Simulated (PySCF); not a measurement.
Bonding in `C=CCC(=S)N(C)C`

Compound: C6H11NS.
Numbering: `[CH2:1]=[CH:2][CH2:3][C:4](=[S:5])[N:6]([CH3:7])[CH3:8]` (hydrogens: H9, H10 on C1; H11 on C2; H12, H13 on C3; H14, H15, H16 on C7; H17, H18, H19 on C8)

Structure used (GFN2-xTB), in Å, numbered top down from 1:
```
atom  x, y, z in Å
C1     2.5770    1.1592    0.4928
C2     1.9991    0.1268   -0.0929
C3     1.1431   -0.8833    0.6150
C4    -0.1382   -1.1456   -0.1349
S5    -0.2563   -2.5119   -1.0518
N6    -1.1250   -0.2450   -0.0437
C7    -1.0182    0.9629    0.7421
C8    -2.4106   -0.4678   -0.6587
H9     2.4623    1.3533    1.5480
H10    3.2031    1.8450   -0.0519
H11    2.1364   -0.0569   -1.1501
H12    0.9430   -0.5665    1.6412
H13    1.6913   -1.8286    0.6453
H14   -1.2045    0.7636    1.8025
H15   -1.7637    1.6739    0.3898
H16   -0.0330    1.4128    0.6311
H17   -2.5939    0.2762   -1.4369
H18   -2.4228   -1.4603   -1.1051
H19   -3.1989   -0.3986    0.0933
```

Bond orders from the PBE0/pcSseg-1 density (PySCF). Isolated species at its GFN2-xTB geometry (one conformer only).

(1) How far do the computed orders between heavy atoms stray from the drawn ones?

(2) Set the Mayer orders of the bonds beside their lengths.

Results:

(1) The largest departure is 0.360, at C4–S5 (drawn double, 1.640). Drawn single, order above 1.12: C4–N6 (1.209). Drawn double or triple, more than 0.30 short of the drawn order: C4–S5 (1.640).

(2) 
```csv
bond,drawn as,length (Å),Mayer order
C1–C2,double,1.320,1.965
C2–C3,single,1.501,1.017
C3–C4,single,1.508,0.997
C4–S5,double,1.650,1.640
C4–N6,single,1.339,1.209
N6–C7,single,1.445,0.929
N6–C8,single,1.442,0.933
C1–H9,single,1.079,0.955
C1–H10,single,1.077,0.952
C2–H11,single,1.082,0.956
C3–H12,single,1.093,0.932
C3–H13,single,1.093,0.919
C7–H14,single,1.095,0.956
C7–H15,single,1.089,0.963
C7–H16,single,1.089,0.946
C8–H17,single,1.092,0.958
C8–H18,single,1.088,0.933
C8–H19,single,1.092,0.960
```

Bonds between the same two heavy elements. C–C: lowest C3–C4 (0.997, 1.508 Å), highest C1–C2 (1.965, 1.320 Å). C–N: lowest N6–C7 (0.929, 1.445 Å), highest C4–N6 (1.209, 1.339 Å).

Sum the orders of all bonds at each heavy atom with more than one neighbour and set the sums beside the valence in the SMILES.

C1 3.872 (drawn 4), C2 3.938 (drawn 4), C3 3.865 (drawn 4), C4 3.846 (drawn 4), N6 3.071 (drawn 3), C7 3.794 (drawn 4), C8 3.784 (drawn 4). Orders between atoms that aren't bonded are not in these sums.

Mayer orders depend on the basis set.
